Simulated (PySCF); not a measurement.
**How methods differ on the interval between two levels of Co**

Co [Ar] 3d7 4s2 [4F9/2, M_J = 9/2] → Co [Ar] 3d6 4s2 4p1 [6F11/2, M_J = 11/2], as a difference of total energies. Computed with PySCF 2.14 in x2c-SVPall-2c with one added diffuse shell each of s, d type (6s5p4d1f, 48 functions), with the two-component X2C-1e Hamiltonian. Correlated levels: [Ne] frozen; the 6 highest virtual spinors dropped. "Screened" scales the spin-orbit matrix elements by Boettger's factors to mimic the two-electron term; Breit and QED terms are absent.

```json
{"method": "GHF (spin-free)", "interval between two levels (cm⁻¹)": "51520"}
{"method": "GMP2 (spin-free)", "interval between two levels (cm⁻¹)": "60685"}
{"method": "GHF (screened spin-orbit)", "interval between two levels (cm⁻¹)": "51986"}
{"method": "GMP2 (screened spin-orbit)", "interval between two levels (cm⁻¹)": "61146"}
```

The labels give the starting determinants; with spin-orbit coupling the two ends relaxed to ⟨J²⟩ = 24.76, ⟨L²⟩ = 12.02, ⟨S²⟩ = 3.76 and ⟨J²⟩ = 35.97, ⟨L²⟩ = 12.22, ⟨S²⟩ = 8.76.
